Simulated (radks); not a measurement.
The numbers below are computed, except where a source is named.
Bi41+, configuration [Kr] 4d6 (the NIST ground configuration). Level of theory: scalar-relativistic Kohn-Sham, LDA (Slater exchange, VWN5 correlation), spin-polarised, spherical densities, finite nucleus; open shells are filled with parallel spins first (spin-orbit coupling, left out, can overturn this in heavy ions); Fermi nuclear charge, rms radius 5.5211 fm (a radial shooting solver on a logarithmic mesh with Libxc functionals).

Normalised radial functions P(r) = r R(r), r in bohr:

r	4s up	4p up
0.000891	0.2177	0.0067
0.001013	0.2382	0.0083
0.001151	0.2602	0.0102
0.001308	0.2837	0.0125
0.001487	0.3085	0.0155
0.001676	0.3330	0.0188
0.001905	0.3602	0.0232
0.002165	0.3882	0.0285
0.002461	0.4167	0.0351
0.002797	0.4453	0.0431
0.003179	0.4731	0.0530
0.003613	0.4995	0.0650
0.004107	0.5234	0.0796
0.004668	0.5435	0.0973
0.005305	0.5582	0.1186
0.006029	0.5658	0.1442
0.006853	0.5642	0.1746
0.007788	0.5510	0.2107
0.008852	0.5239	0.2529
0.01006	0.4803	0.3018
0.01143	0.4179	0.3577
0.01289	0.3405	0.4163
0.01465	0.2368	0.4848
0.01665	0.1113	0.5581
0.01893	-0.0343	0.6338
0.02151	-0.1956	0.7081
0.02445	-0.3655	0.7755
0.02779	-0.5333	0.8289
0.03158	-0.6848	0.8593
0.0359	-0.8022	0.8563
0.0408	-0.8660	0.8087
0.04637	-0.8563	0.7063
0.0527	-0.7569	0.5415
0.0599	-0.5589	0.3122
0.06808	-0.2662	0.0249
0.07737	0.1004	-0.3024
0.08794	0.5004	-0.6384
0.09915	0.8534	-0.9221
0.1127	1.1391	-1.1414
0.1281	1.2608	-1.2217
0.1456	1.1630	-1.1197
0.1654	0.8248	-0.8159
0.188	0.2745	-0.3273
0.2137	-0.4066	0.2869
0.2429	-1.0963	0.9306
0.2761	-1.6598	1.4894
0.3138	-1.9873	1.8593
0.3566	-2.0291	1.9778
0.4053	-1.8113	1.8447
0.4606	-1.4236	1.5220
0.5236	-0.9834	1.1099
0.595	-0.5927	0.7108
0.6763	-0.3081	0.3954
0.7625	-0.1440	0.1984
0.8667	-0.0537	0.0805
0.985	-0.0164	0.0270
1.119	-0.0040	0.0073
1.272	-0.0008	0.0016
1.446	-0.0001	0.0003
1.644	0.0000	0.0000
1.868	0.0000	0.0000

4s up: eigenvalue -2524.3 eV, 3 radial nodes at r = 0.0184, 0.0748, 0.198 bohr, <r> = 0.349 bohr, 90 % of the charge inside 0.494 bohr. 4p up: eigenvalue -2280.8 eV, 2 radial nodes at r = 0.0688, 0.202 bohr, <r> = 0.363 bohr, 90 % of the charge inside 0.518 bohr.
